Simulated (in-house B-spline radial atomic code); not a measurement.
Computed with a B-spline radial atomic code. Model: two electrons, singlet ground state, non-relativistic, full CI in B-splines with partial waves to l = 8 (at full coupling up to 3e-4 hartree above the limit, correlation up to 0.6 % small), density held at that of full coupling by Lieb maximisation.

W(λ) is the mean repulsion in the state of coupling λ less the Hartree energy of the fixed density. Its start is exact exchange, its initial slope is twice the second-order Görling-Levy correlation energy, and its area from 0 to 1 is E_xc. A straight curve means weak, dynamic correlation, and a curve that drops fast and flattens means strong correlation.

Command:
```bash
python run_ac.py task.json out
```
Settings (lengths in bohr, energies in hartree):
```
potential              coulomb
strength               1
lmax                   8
wall_radius            0.7
```

Run time, properties included: 1.2 s on 1 thread of Intel(R) Xeon(R) Processor @ 2.30GHz, on a shared host.

**W = mean repulsion less Hartree energy, and W of three functionals.**

Given: confinement point charge; nuclear charge 1; hard wall radius 0.7 bohr; external potential -Z/r.

Computed: LDA exchange minus exact 365.24 millihartree; SCAN exchange minus exact -11.147 millihartree.

```csv
coupling,W xc (hartree),W xc minus exchange (millihartree),kinetic minus Kohn-Sham (millihartree),LDA (PW92) W minus its exchange (millihartree),PBE W minus its exchange (millihartree),SCAN W minus its exchange (millihartree)
0,-2.6317,0,0,0,0,0
0.02,-2.6338,-2.112,0,-14.4,-3.51,-1.96
0.05,-2.637,-5.265,0.1,-30.43,-8.72,-4.85
0.12,-2.6442,-12.552,0.7,-60.51,-20.57,-11.5
0.25,-2.6575,-25.831,3.2,-104.9,-41.56,-23.5
0.4,-2.6724,-40.754,8,-147,-64.29,-36.9
0.6,?,?,?,?,?,?
0.8,-2.7102,-78.553,30.6,-235.8,-118.82,-70.71
1,-2.7281,-96.425,46.7,-272.58,-143.45,-86.7
1.4,-2.762,-130.26,87.2,-336.66,-188.59,-117.06
2,-2.8084,-176.67,165.9,-416.65,-248.24,-159.1
3,?,?,?,?,?,?
4.5,-2.9582,-326.48,640,-644.84,-432.82,-300.39
7,-3.0606,-428.95,1221.8,-791.47,-559.32,-404.32
10,-3.1471,-515.38,1948.8,-916.06,-670.13,-497.92
```

What belongs in the row 0.6?

W xc (hartree): -2.6917; W xc minus exchange (millihartree): -60.006; kinetic minus Kohn-Sham (millihartree): 17.7; LDA (PW92) W minus its exchange (millihartree): -194.57; PBE W minus its exchange (millihartree): -92.54; SCAN W minus its exchange (millihartree): -54.14.

What belongs in the row 3?

W xc (hartree): -2.8757; W xc minus exchange (millihartree): -244.04; kinetic minus Kohn-Sham (millihartree): 333.3; LDA (PW92) W minus its exchange (millihartree): -523.03; PBE W minus its exchange (millihartree): -332.03; SCAN W minus its exchange (millihartree): -221.37.

What is the PBE exchange minus exact?

117.54 millihartree.

**Energy parts, natural occupations and partial-wave weights.**

Computed: exchange energy -2.6317 hartree; correlation energy -0.049719 hartree; kinetic part of the DFT correlation energy 0.046707 hartree; initial slope twice GL2 -0.10582 hartree; kinetic part over minus potential part 0.48438; Hartree energy 5.2634 hartree; Kohn-Sham kinetic 20.288 hartree.

```csv
natural,occupation of the shell (electrons)
s,1.9968
p,?
d,0.00014142
s,0.00010768
f,1.931e-05
p,1.9209e-05
```

What belongs in the row p?

occupation of the shell (electrons): 0.0029052.

```
wave      weight
   s     0.99845
   p           ?
   d  7.3117e-05
   f  1.0365e-05
   g   2.416e-06
```

What belongs in the row p?

weight: 0.0014627.

What is the total energy?

15.5401 hartree.

What is the Lieb Oxford ratio E_xc over LDA exchange?

1.1831.

Half-way to full coupling W has made 52 % of its drop, against 50 % for a straight line, and second-order (GL2) theory, half the initial slope, overshoots the correlation energy by about 6 %: correlation is weak here. Over couplings 0 to 1 the errors in E_xc come to about +253 millihartree for LDA, +91 millihartree for PBE, -6.3 millihartree for SCAN, so SCAN is nearest. In LDA and PBE and SCAN the errors of exchange and correlation have opposite signs, so the sum is smaller than the larger of the two.
